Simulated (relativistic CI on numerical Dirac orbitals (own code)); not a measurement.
Inner-shell lines of Lu⁴⁶⁺

Calculated at this level of theory: Dirac-Coulomb-Breit CI, separate exchange-only KLI orbitals for each configuration, a model potential for QED, unscaled Slater integrals (own radial code, finite nucleus).

CI space (outside the closed core 1s2 2s2 3s2 3p6): 2p6.3d7, 2p5.3d8, 2p5.3d7.4s. Levels of other configurations are missing.

The table holds the strongest lines. The upper levels have an inner-shell vacancy. Auger decay, open to those above the ionisation limit, is not computed, and radiative decays to configurations outside the model are missing too. Absolute energies can be off by a few tenths of a per cent, so close lines can change order. LS names give the leading component, which can be well under half, for lower levels too. Brackets number the levels in order of energy.

```tsv
λ (Å)	Upper	Lower	A (s⁻¹)	gA (s⁻¹)
1.58768	2p5.3d8 2G°_7/2 [36]	2p6.3d7 2F_7/2 [10]	7.64e+14	6.11e+15
1.58675	2p5.3d8 2H°_11/2 [35]	2p6.3d7 2H_11/2 [9]	4.65e+14	5.58e+15
1.58655	2p5.3d8 4F°_9/2 [23]	2p6.3d7 4F_9/2 [1]	1.06e+15	1.06e+16
1.58554	2p5.3d8 2D°_5/2 [26]	2p6.3d7 2D_5/2 [3]	1.06e+15	6.34e+15
1.58553	2p5.3d8 2D°_5/2 [47]	2p6.3d7 2F_7/2 [17]	9.90e+14	5.94e+15
1.58553	2p5.3d8 2P°_3/2 [48]	2p6.3d7 2D_5/2 [18]	1.27e+15	5.09e+15
1.58529	2p5.3d8 2G°_7/2 [45]	2p6.3d7 2H_9/2 [15]	1.20e+15	9.61e+15
1.58433	2p5.3d8 2P°_3/2 [28]	2p6.3d7 2D_5/2 [3]	1.35e+15	5.39e+15
1.584	2p5.3d8 2G°_9/2 [40]	2p6.3d7 2H_11/2 [9]	1.52e+15	1.52e+16
1.58374	2p5.3d8 4S°_3/2 [39]	2p6.3d7 4P_5/2 [7]	1.54e+15	6.17e+15
1.58289	2p5.3d8 2G°_7/2 [38]	2p6.3d7 2H_9/2 [5]	1.42e+15	1.14e+16
1.58269	2p5.3d8 4D°_7/2 [25]	2p6.3d7 4F_9/2 [1]	1.70e+15	1.36e+16
1.58239	2p5.3d8 4D°_5/2 [37]	2p6.3d7 4F_7/2 [4]	8.19e+14	4.91e+15
1.39903	2p5.3d8 2F°_7/2 [60]	2p6.3d7 2D_5/2 [18]	6.05e+14	4.84e+15
1.39774	2p5.3d8 2G°_9/2 [50]	2p6.3d7 2H_11/2 [9]	1.01e+15	1.01e+16
1.39746	2p5.3d8 2F°_5/2 [52]	2p6.3d7 2F_7/2 [10]	8.85e+14	5.31e+15
1.39705	2p5.3d8 2H°_9/2 [58]	2p6.3d7 2H_9/2 [15]	6.53e+14	6.53e+15
1.39637	2p5.3d8 2D°_5/2 [59]	2p6.3d7 2F_7/2 [17]	9.18e+14	5.51e+15
1.39621	2p5.3d8 2D°_3/2 [63]	2p6.3d7 2D_3/2 [19]	1.58e+15	6.33e+15
1.39461	2p5.3d8 2F°_7/2 [60]	2p6.3d7 2H_9/2 [15]	8.89e+14	7.11e+15
```
